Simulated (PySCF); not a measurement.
## Worked example: oscillator strength and radiative lifetime

Sn(H)2(Et)(OH) (C₂H₈OSn), SMILES [OH][SnH2][CH2]C.

Coordinates come from a B3LYP-D3(BJ)/def2-SVP optimisation. The structure was generated by enumeration; whether it is a known compound was not checked. The def2 effective core potentials stand for the cores of Sn; spin–orbit coupling is left out. One conformer was computed; it need not be the lowest.

PySCF with TDA-PBE/def2-SVPD puts the first singlet state with f over 0.02 at 6.00 eV (vertical), with the transition dipole (-0.156, -0.114, 0.339) in atomic units.

Problem. Find the oscillator strength, the wavelength and the radiative lifetime that this transition would have in vacuum if emission retraced absorption.

Solution. 
|μ|² = 0.1523 au, so |μ| = 0.99 D. ΔE = 6.00/27.211 = 0.2205 hartree. f = (2/3) ΔE |μ|² = 0.022 (the program prints 0.022).
λ = 1239.84/6.00 = 207 nm; ν = 48393 cm⁻¹.
Einstein's coefficient A = 0.6670 ν² f s⁻¹ (ν in cm⁻¹) = 3.5e7 s⁻¹, so τ = 1/A = 29 ns. This state is S3; the lower singlets have f = 0.013, 0.004. The figure is the radiative limit of this one transition; relaxation, internal conversion, crossing to triplets and a medium change what is measured.
